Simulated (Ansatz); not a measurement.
`[SiH3][CH2][GaH][Cl]` and `[OH][GaH][CH2][SiH3]` differ in one atom or group.

Ansatz, PBE0-D4/def2-TZVP geometries, multiplicity 1. Each molecule was computed in one conformer, which needn't be the lowest.

Scalar relativity is left out up to krypton.

```json
{"property": "size of the dipole moment (ωB97M-V/def2-TZVPP) / D", "`[SiH3][CH2][GaH][Cl]`": "2.39"}
{"property": "HOMO–LUMO gap (PBE0/def2-TZVPP) / eV", "`[SiH3][CH2][GaH][Cl]`": "6.63"}
{"property": "HOMO energy (ωB97M-V/def2-TZVPP) / eV", "`[SiH3][CH2][GaH][Cl]`": "-10.32"}
{"property": "HOMO energy (PBE/def2-TZVPP) / eV", "`[SiH3][CH2][GaH][Cl]`": "-6.90"}
{"property": "HOMO–LUMO gap (B3LYP/def2-TZVPP) / eV", "`[SiH3][CH2][GaH][Cl]`": "6.14"}
{"property": "LUMO energy (PBE0/def2-TZVPP) / eV", "`[SiH3][CH2][GaH][Cl]`": "-1.52"}
```

Give the same properties after the change, and the shifts. (An estimate is asked.)

Computed: 
| property | `[OH][GaH][CH2][SiH3]` | shift |
| --- | --- | --- |
| size of the dipole moment (ωB97M-V/def2-TZVPP) / D | 1.99 | -0.40 |
| HOMO–LUMO gap (PBE0/def2-TZVPP) / eV | 7.13 | 0.50 |
| HOMO energy (ωB97M-V/def2-TZVPP) / eV | -10.23 | 0.09 |
| HOMO energy (PBE/def2-TZVPP) / eV | -6.80 | 0.10 |
| HOMO–LUMO gap (B3LYP/def2-TZVPP) / eV | 6.63 | 0.49 |
| LUMO energy (PBE0/def2-TZVPP) / eV | -0.93 | 0.59 |

With PBE0 the HOMO rises by 0.09 eV and the LUMO rises by 0.59 eV, so the gap widens by about 0.50 eV. PBE moves the HOMO by 0.10 eV and ωB97M-V by 0.09 eV. Dipoles are sizes alone; their direction can turn.

B3LYP here is the variant with VWN-RPA as its local correlation; programs differ in this.
